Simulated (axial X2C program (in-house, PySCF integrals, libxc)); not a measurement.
## Spin–orbit effects down a group: molecules with Cl (ions), PBE0

Computed with an axial X2C code built on PySCF integrals, spin-free (one-electron X2C) or two-component (2c: spin–orbit coupling with atomic mean-field Coulomb and Gaunt terms, which also bring small scalar terms), in Dyall basis sets with cores contracted in-house; open shells are unrestricted.

Basis sets: Cl dyall-av3z, Cl dyall-v3z, Fe dyall-v3z, Os dyall-cv3z, Ru dyall-cv3z.

```tsv
molecule	spin-free state	Re (Å)	ωe (cm⁻¹)	De (eV)	2c state	Re 2c (Å)	ωe 2c (cm⁻¹)	De 2c (eV)
FeCl⁺	M_S = 2, Λ = 2	2.048	504.5	3.18	Ω = 4	2.049	504.2	n/a
RuCl⁺	M_S = 2, Λ = 2	2.147	454.2	3.02	Ω = 4	2.147	454.0	n/a
OsCl⁺	M_S = 2, Λ = 2	2.121	472.1	3.20	Ω = 4	2.125	468.5	3.34
```

Fragments in 2c: Fe+ + Cl, Ru+ + Cl, Os+ + Cl. Each entry is the lowest single determinant of a limited PBE0 search at one distance. De goes to single-determinant-based atoms at the same level (for ions the charge split of lowest energy) and is withheld (n/a) where an atom does not fit its ground term or J level. Main or longest-lived isotopes. One determinant is a doubtful description, or other states lie close, for FeCl⁺, RuCl⁺, OsCl⁺; these need not be ground states, and all values refer to the states named. Some open-shell Ω = 0 determinants are out of reach, so the Ω given for FeCl⁺, RuCl⁺, OsCl⁺ need not be the lowest component. With several unpaired electrons the Ω given is that of one determinant, not necessarily of the lowest component. Some light 2c atoms are not at their ground J level, so De misses part of their lowering (0.04 eV or less). The functionals have no current term, which raises determinants with orbital currents.
